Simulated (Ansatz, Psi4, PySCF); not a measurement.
System: C2H2F2 (charge 0, singlet). SMILES: C(/F)=C\F
Structure (B3LYP-D3(BJ)/def2-TZVP (Ansatz, a quantum-chemistry and plane-wave program) minimum search):
```
C
C 1 1.3198
F 1 1.3452 2 120.22
F 2 1.3452 1 120.22 3 180.00
H 1 1.0806 2 125.33 4 0.00
H 2 1.0806 1 125.33 5 -180.00
```
Charge 0, spin multiplicity 1.

Quantity: vertical triplet-singlet gap, E(triplet) - E(singlet), in eV. Set-up: each state is the SCF solution reached for its charge and spin; valence correlation only; spin-orbit terms left out; six Cartesian d functions in 6-31G* and its kin unless marked 5d; UHF or UKS for open shells; no dispersion term unless named; non-relativistic. First-principles rows: single points at B3LYP-D3(BJ) geometries (Ansatz). Levels can end on unlike triplets.

```json
[
 {"level": "PBE/6-31G*", "program": "Ansatz", "vertical triplet-singlet gap, E(triplet) - E(singlet) (eV)": "4.53"},
 {"level": "B3LYP/STO-3G", "program": "Ansatz", "vertical triplet-singlet gap, E(triplet) - E(singlet) (eV)": "4.44"},
 {"level": "B3LYP/6-31G*", "program": "Ansatz", "vertical triplet-singlet gap, E(triplet) - E(singlet) (eV)": "4.51"},
 {"level": "M06-2X/6-31G* (5d)", "program": "PySCF", "vertical triplet-singlet gap, E(triplet) - E(singlet) (eV)": "4.72"},
 {"level": "wB97X-D/6-31G*", "program": "Psi4", "vertical triplet-singlet gap, E(triplet) - E(singlet) (eV)": "4.55"},
 {"level": "MP2/6-31G*", "program": "Ansatz", "vertical triplet-singlet gap, E(triplet) - E(singlet) (eV)": "4.81"},
 {"level": "PBE0/def2-TZVPD", "program": "Ansatz", "vertical triplet-singlet gap, E(triplet) - E(singlet) (eV)": "4.27"}
]
```

No value to compare with is used here. The 6 habitual levels span 4.44 (B3LYP/STO-3G) to 4.81 eV (MP2/6-31G*); PBE0/def2-TZVPD gives 4.27.

The levels are drawn from those run, B3LYP/6-31G* more often than the rest, none by its result; left out are runs that failed, that the program found above a lower state of the same kind, or whose <S^2> lies over 0.5 above the pure value.
